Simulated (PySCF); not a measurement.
## Run times: samarium in x2c-TZVPall-2c

Measured wall times of calculations with PySCF 2.14 in x2c-TZVPall-2c, with two-component X2C-1e, run from one Python driver. Hardware: 1 thread of Neoverse-N1 on a shared host, 3 GiB allowed. The two-electron integrals over 131 functions were computed once and kept in memory (25 CPU seconds with the set-up); the times below exclude them.

Launch command (the driver calls PySCF for each step listed in the task file):

```bash
OMP_NUM_THREADS=1 python sorun2.py TASK.json OUT
```

| species | step | iterations | wall time (s) |
| --- | --- | --- | --- |
| Sm³⁺ [Xe] 4f5 | GHF, spin-free | 8 | 17 |
| Sm³⁺ [Xe] 4f5 | GMP2 (31 electrons), spin-free |  | 17 |
| Sm³⁺ [Xe] 4f5 | GHF, screened spin-orbit | 15 | 58 |
| Sm³⁺ [Xe] 4f5 | GMP2 (31 electrons), screened spin-orbit |  | 15 |
| Sm⁴⁺ [Xe] 4f4 | GHF, spin-free | 7 | 15 |
| Sm⁴⁺ [Xe] 4f4 | GMP2 (30 electrons), spin-free |  | 14 |
| Sm⁴⁺ [Xe] 4f4 | GHF, screened spin-orbit | 14 | 120 |
| Sm⁴⁺ [Xe] 4f4 | GMP2 (30 electrons), screened spin-orbit |  | 14 |

Peak memory of the process: 0.87 GiB. Times on a shared host vary from run to run.
